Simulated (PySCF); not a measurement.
Output of ΔSCF core-hole calculations on `C/C=N/[SiH2]O`.

Method used: delta-SCF UKS SCAN, pcX-2 on the ionised atom, pcseg-1 elsewhere, spin-free X2C in PySCF 2.14.0. Atoms in this output count from 0. The cycles run on a coarse integration grid; for E(ground) and E(ion) the exchange–correlation energy is redone on a finer one, so they differ from the last cycle, and only they enter the binding energy.

Coordinates (Å, PBE0-D3(BJ)/def2-SVP):
```
C      2.389476    -0.058399    -0.016870
C      0.968488    -0.174571     0.425282
N     -0.014665    -0.162916    -0.372533
Si    -1.689274    -0.265176     0.112950
O     -2.496276     1.097924    -0.385308
H      2.869208     0.806778     0.470192
H      2.958816    -0.949011     0.297556
H      2.444193     0.049825    -1.107933
H      0.837211    -0.275040     1.528866
H     -2.242960    -1.497172    -0.523293
H     -1.863049    -0.313384     1.596650
H     -2.399907     1.324307    -1.315267
```

```
ground state, core basis on atom 0 (C), 140 functions
  cycle   1  E = -500.32198650  |g| = 8.05e-01
  cycle   2  E = -499.96723479  |g| = 1.50e+00
  cycle   3  E = -500.44632610  |g| = 1.86e-01
  cycle   4  E = -500.45346897  |g| = 8.52e-02
  cycle   5  E = -500.45490624  |g| = 4.34e-02
  cycle   6  E = -500.45531109  |g| = 8.01e-03
  cycle   7  E = -500.45532691  |g| = 2.09e-03
  cycle   8  E = -500.45532745  |g| = 8.81e-04
  cycle   9  E = -500.45532746  |g| = 1.66e-04
  E(ground) = -500.49864090 Eh
hole in C 1s of atom 0
  cycle   1  E = -489.20229847  |g| = 1.50e+00
  cycle   2  E = -488.41136344  |g| = 1.88e+00
  cycle   3  E = -489.60341923  |g| = 5.76e-01
  cycle   4  E = -489.63082262  |g| = 5.16e-01
  cycle   5  E = -489.75953845  |g| = 5.59e-02
  cycle   6  E = -489.76007373  |g| = 4.01e-02
  cycle   7  E = -489.76065075  |g| = 1.01e-02
  cycle   8  E = -489.76069498  |g| = 2.47e-03
  cycle   9  E = -489.76070096  |g| = 9.85e-04
  cycle  10  E = -489.76070310  |g| = 5.71e-04
  cycle  11  E = -489.76070323  |g| = 3.60e-04
  E(ion) = -489.80278248 Eh   <S^2> = 0.7674   hole on atom = 1.000
```

**Question.** What is the C 1s binding energy of atom 0?

**Answer.** (-489.802782 − (-500.498641)) Eh × 27.2114 eV/Eh = 291.05 eV, for the methyl carbon.

```
ground state, core basis on atom 3 (Si), 151 functions
  cycle   1  E = -500.56135724  |g| = 2.90e-01
  cycle   2  E = -500.56125316  |g| = 6.00e-02
  cycle   3  E = -500.56029927  |g| = 7.99e-02
  cycle   4  E = -500.56160263  |g| = 3.04e-02
  cycle   5  E = -500.56180553  |g| = 3.08e-03
  cycle   6  E = -500.56180727  |g| = 7.13e-04
  cycle   7  E = -500.56180687  |g| = 1.84e-04
  E(ground) = -500.56305808 Eh
hole in Si 1s of atom 3
  cycle   1  E = -431.61947367  |g| = 4.35e+00
  cycle   2  E = -431.62732079  |g| = 2.20e+00
  cycle   3  E = -432.20511217  |g| = 9.17e-01
  cycle   4  E = -432.60163992  |g| = 3.86e-01
  cycle   5  E = -432.65312664  |g| = 1.87e-01
  cycle   6  E = -432.66608075  |g| = 7.25e-02
  cycle   7  E = -432.66835736  |g| = 2.35e-02
  cycle   8  E = -432.66858709  |g| = 1.12e-02
  cycle   9  E = -432.66864444  |g| = 2.81e-03
  cycle  10  E = -432.66864860  |g| = 7.52e-04
  cycle  11  E = -432.66864828  |g| = 1.46e-04
  E(ion) = -432.67707268 Eh   <S^2> = 0.7521   hole on atom = 1.000
```

**Question.** What is the Si 1s binding energy of atom 3?

**Answer.** (-432.677073 − (-500.563058)) Eh × 27.2114 eV/Eh = 1847.27 eV, for the oxygen-bound silicon.

The ground state is recomputed for each atom, because the flexible core basis sits on the ionised atom alone; energies of different blocks can't be mixed. Geometry: PBE0-D3(BJ)/def2-SVP, one conformer, isolated molecule.

The values belong to the conformer `[CH3:1]/[CH:2]=[N:3]/[SiH2:4][OH:5]`: C2–N3–Si4–O5 120°, H–O5–Si4–N3 52°.
Labels such as C1 count atoms from 1, the log's own numbers from 0.
